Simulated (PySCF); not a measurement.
Simulation results for AlBH$_{2}$NO

All values are calculated (PySCF 2.14.0). Calculation on a computer-drawn molecule: the log of a Hartree-Fock and frozen-core CCSD(T) single point meant for a local Hartree-Fock minimum, with one planted fault or none, to be diagnosed. Offsets are logged minus clean, where the clean run is the same molecule without the fault. The reference is restricted for singlets and unrestricted otherwise, and also for a bond in bohr or an excited solution. Adding or removing an electron swaps singlet and doublet. The excited solution moves the top pair (singlet) or top alpha electron (doublet) to the lowest empty orbital. Highest occupied and lowest empty are orbital energies over both spins, largest force is the largest gradient component, triples share is (T) over the correlation energy, the T1 limit is 0.02 restricted and 0.045 unrestricted, electrons count all cores, a negative frequency is imaginary (commonest isotopes), and the dipole is about the centre of nuclear charge.

```xyz
6
formula=AlBH2NO meant_charge=0 meant_multiplicity=2 meant_basis=cc-pV(D+d)Z logged_electrons=35 logged_basis_functions=75 logged_SCF_converged=yes logged_spin_squared=3.7694 logged_highest_occupied=-4.1256 logged_lowest_empty=-2.6855 logged_largest_force=0.24367 logged_T1_diagnostic=0.037318 logged_D1_diagnostic=0.19329 logged_triples_share=0.03155 logged_CC_converged=yes logged_dipole_magnitude=12.448 logged_SCF_stable_within_its_kind=yes logged_energy_HF=-396.9904 logged_energy_CCSD(T)=-397.45994 possible_faults=no_fault,one_electron_removed,one_electron_added,multiplicity_raised_by_two,geometry_at_a_saddle_point,SCF_held_on_an_excited_solution,minimal_basis_STO-3G,one_bond_length_entered_in_bohr,all_coordinates_scaled planted_fault=multiplicity_raised_by_two HF_energy_offset_from_clean_run=108.9 CCSD(T)_energy_offset_from_clean_run=125.4
N      1.8741    -0.7973     1.0647
B      0.7129    -0.7906     1.4832
O     -0.5211    -0.7910     1.9303
Al    -1.9489    -1.3502     2.6797
H      2.7932    -0.7650     0.7206
H     -3.1553    -0.3176     2.6873
```

Units: logged_highest_occupied, logged_lowest_empty in eV; logged_largest_force in hartree/bohr; logged_dipole_magnitude in debye; logged_energy_HF, logged_energy_CCSD(T) in hartree; HF_energy_offset_from_clean_run, CCSD(T)_energy_offset_from_clean_run in kcal/mol.

Drawn bonds:
```
atom  other atom  order
   1           2      2
   2           3      1
   3           4      1
   1           5      1
   4           6      1
```
